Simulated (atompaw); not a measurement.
# What one change does to a pseudopotential (As, PAW (atompaw))

atompaw 4.2.0.5 input, output lines left out:

```
As 33
GGA-PBESOL scalarrelativistic loggrid 1500 logderivrange -5 5 251
4 4 3 0 0 0
4 1 3
0 0 0
c
c
c
v
c
c
v
v
2
2.10 1.70 1.60 2.00
y
2.1
n
y
2.9
n
y
0.45
n
custom rrkj vanderbiltortho besselshape
bessel
2.10
1.80
2.10
2.10
1.20
1.20
```

All-electron outer shells of the reference configuration (PBEsol, scalar-relativistic, ld1.x):

```csv
shell,level (eV),outermost node (bohr),outermost maximum (bohr)
3s,-189.91,0.25,0.52
3p,-133.47,0.22,0.52
3d,-40.64,–,0.47
4s,-14.50,0.73,1.61
4p,-5.20,0.78,1.97
```

Change: wave 3d (bound): rc 1.20 bohr becomes 3d (bound): rc 1.38 bohr.

Cutoffs: the cutoffs (Ry, on a coarse ladder) from which the occupation-weighted sum of valence levels, in a spherical-Bessel basis at the reference potential, stays within 10 and 1 mRy of its value at 400 Ry; they do not see the model core or the augmentation charge, which bear on the density cutoff.

**Question.** What does the change do?

**Answer.** The potential gets softer (100 Ry and 180 Ry → 60 Ry and 100 Ry); neither file shows a bound ghost.

```csv
quantity,base,changed
"cutoff, loose",100 Ry,60 Ry
"cutoff, tight",180 Ry,100 Ry
loose cutoff by channel (10 mRy a level),"s 6 Ry, p 8 Ry, d 70 Ry","s 6 Ry, p 8 Ry, d 50 Ry"
bound ghosts,none,none
s: phases at 2.10 bohr within 0.05 rad from the reference energy up to (Ry; the scan ends near 5),to the end of the scan,to the end of the scan
p: phases at 2.10 bohr within 0.05 rad from the reference energy up to (Ry; the scan ends near 5),to the end of the scan,to the end of the scan
d: phases at 2.10 bohr within 0.05 rad from the reference energy up to (Ry; the scan ends near 5),to the end of the scan,to the end of the scan
lowest overlap eigenvalue by channel,"s 0.57, p 0.62, d 0.16","s 0.57, p 0.62, d 0.12"
```

 The cutoffs see the waves, projectors and local potential, not the compensation charge or the core.
